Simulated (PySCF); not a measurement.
PySCF input for B2Cl3, SMILES Cl[B]B(Cl)Cl, multiplicity 2, B3LYP/pcH-1. Geometry optimised at B3LYP-D3(BJ)/def2-SVP. The isomer is the one that the SMILES or the coordinates give; other isomers of the formula were not compared. The values are those of a single conformer.

```python
import numpy as np
from pyscf import gto, scf, dft
from pyscf.prop.hfc import uks as hfc
from pyscf.prop.gtensor import uks as gtensor

mol = gto.M(
    atom='''
    Cl   -0.00000000   -0.00000000    2.72651143
    B     0.00000000   -0.00000000    1.03907624
    B     0.00000000   -0.00000000   -0.55662746
    Cl   -0.00000000   -1.54237590   -1.43420407
    Cl   -0.00000000    1.54237591   -1.43420406
    ''',
    basis='pcH-1',
    charge=0,
    spin=1,
    max_memory=1600,
    verbose=3,
)
mf = dft.UKS(mol, xc='b3lyp').density_fit(auxbasis='def2-universal-jkfit')
mf.grids.level = 3
mf.conv_tol = 1e-10
mf.max_cycle = 100
mf.kernel()
fine, coarse = mf.grids, dft.Grids(mol).set(level=1).build(with_non0tab=True)
for _ in range(3):  # follow internal instabilities
    mf.grids = coarse
    mo, _, stable, _ = mf.stability(return_status=True, nroots=4)
    mf.grids = fine
    if stable:
        break
    mf.kernel(mf.make_rdm1(mo, mf.mo_occ))
A = hfc.HFC(mf).make_fcdip(mf.make_rdm1())  # Fermi contact and dipolar terms, MHz
print('atom   A(iso)/MHz   principal dipolar parts/MHz')
for i, a in enumerate(A):
    w = np.linalg.eigvalsh((a + a.T) / 2)
    print(f'{mol.atom_symbol(i):2s}{i + 1:3d} {w.mean():12.2f}', (w - w.mean()).round(2))
gt = gtensor.GTensor(mf)
gt.dia_soc2e, gt.para_soc2e, gt.so_eff_charge = None, None, True
gt.max_cycle_cphf = 60
g = gt.kernel()
```

Output:

```

WARN: HOMO -0.166131205610581 >= LUMO -0.166131205610505

converged SCF energy = -1430.36298449436  <S^2> = 0.75210662  2S+1 = 2.0021055
<class 'pyscf.df.df_jk.DFUKS'> wavefunction is stable in the internal stability analysis
atom   A(iso)/MHz   principal dipolar parts/MHz
Cl  1         4.99 [-18.82 -16.07  34.89]
B   2        30.65 [-36.85 -35.56  72.4 ]
B   3       -15.18 [-16.73 -13.97  30.7 ]
Cl  4         3.21 [-13.69 -11.05  24.74]
Cl  5         3.21 [-13.69 -11.05  24.74]
SOC(1e)/OZ [-0.00073354  0.0095301  -0.00340022]
free electron g 2.00231930436182
g-tensor total [2.00145847 2.0117768  1.99887461]
g-shift (ppt) [-0.86083197  9.45749403 -3.44469717]
```

The run converged.
